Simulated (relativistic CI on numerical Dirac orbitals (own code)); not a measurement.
**One change at a time: Zn¹⁶⁺**

Base calculation: Dirac-Coulomb-Breit CI, separate exchange-only KLI orbitals for each configuration, model QED, unscaled Slater integrals.

CI space (outside the closed core [Ne]): 3s2.3p2, 3s.3p3, 3s2.3p.3d, 3p4, 3s.3p2.3d, 3p3.3d, 3s.3p.3d2, 3s2.3p.4s, 3s2.3d.4p, 3p3.4s, 3s2.3p.4p, 3p3.4p, 3s.3p.3d.4s, 3s2.3p.4d, 3s.3p2.4s, 3s2.3p.4f, 3s.3p2.4p, 3p2.3d.4p, 3s.3p2.4d, 3s.3p2.4f, 3s2.3p.5s, 3s2.3p.5p, 3s2.4s.4p, 3s2.3p.5d, 3s2.3p.5f, 3s2.3p.5g, 3s.3p.4s2, 3s.3p2.5s, 3s2.3d2, 3s.3d3, 3p2.3d2, 3p.3d3, 3p.3d2.4s, 3p.3d2.4p, 3p.3d2.4d, 3s2.3d.4s, 3s.3d2.4s, 3s.3p.3d.4p, 3s.3d2.4p, 3s.3d.4s.4p, 3s.3d.4p2, 3s.3d.4p.4d, 3p2.3d.4s, 3p.3d.4s2, 3p.3d.4s.4p, 3p.3d.4s.4d, 3s2.4s2, 3s.3d.4s2, 3s2.4p2, 3s.3p.4s.4p, 3s.4s2.4p, 3s.4s.4p2, 3s.4s.4p.4d. Double excitations out of closed p, d and f shells are left out; levels of such configurations are missing from the list, as are those of other unlisted configurations, and high levels can miss mixing partners. These lack a partner that the ground configuration has and come out too high: 3s.3p2.4d, 3s.3p2.4f, 3s.3p2.5s, 3s2.3p.4f, 3s2.3p.5s.

Variants: (1) non-relativistic limit; (2) one mean potential for all configurations. Shifts of the energy above 3s2.3p2 3P_0, in cm⁻¹, for the lowest level and the first level of each name with at least 55 % of one term (blank where a level changes its place among those of its configuration and J or its character, or is not in the variant):

| Level | Base | Δ(1) | Δ(2) |
| --- | --- | --- | --- |
| 3s2.3p2 3P_0 | 0 | 0 | 0 |
| 3s2.3p2 3P_1 | 22565 | -22565 | +9 |
| 3s2.3p2 3P_2 | 38795 | -38795 | +11 |
| 3s2.3p2 1D_2 | 83566 | -44182 | +17 |
| 3s2.3p2 1S_0 | 140095 | -46096 | -5 |
| 3s.3p3 5S°_2 | 294979 | -63867 | +190 |
| 3s.3p3 3D°_1 | 387283 | -58884 | +163 |
| 3s.3p3 3D°_2 | 387961 | -59562 | +163 |
| 3s.3p3 3D°_3 | 396226 | -67827 | +162 |
| 3s.3p3 3P°_0 | 446125 | -68282 | +173 |
| 3s.3p3 3P°_1 | 448525 | -70682 | +170 |
| 3s.3p3 3P°_2 | 449966 | -72123 | +153 |
| 3s.3p3 3S°_1 | 553552 | -61150 | +219 |
| 3s2.3p.3d 3F°_2 | 561931 | -33042 | -53 |
| 3s2.3p.3d 3F°_3 | 575860 | -46970 | -60 |
| 3s.3p3 1P°_1 | 596288 | -83882 | +177 |
| 3s2.3p.3d 3F°_4 | 598264 | -69375 | -60 |
| 3s2.3p.3d 3P°_0 | 665283 | -65323 | -30 |
| 3s2.3p.3d 3D°_3 | 673506 | -62176 | -43 |
| 3s2.3p.3d 1F°_3 | 735803 | -57875 | -84 |
| 3s2.3p.3d 1P°_1 | 756485 | -61616 | -95 |
| 3s.3p2.3d 5F_1 | 828751 | -62276 | +163 |

At this charge energies of transitions that change n are usually good to better than 1 %, and those within a shell (Δn = 0) to a few per cent.

Ionisation energy from the two ground configurations alone: base 575.683 eV. The NIST ASD value (semi-empirical) is 577.8 eV.

LS names give the leading component of a level, which can be under half, so a name can repeat, a term be missing and a line seem to break the LS rules.
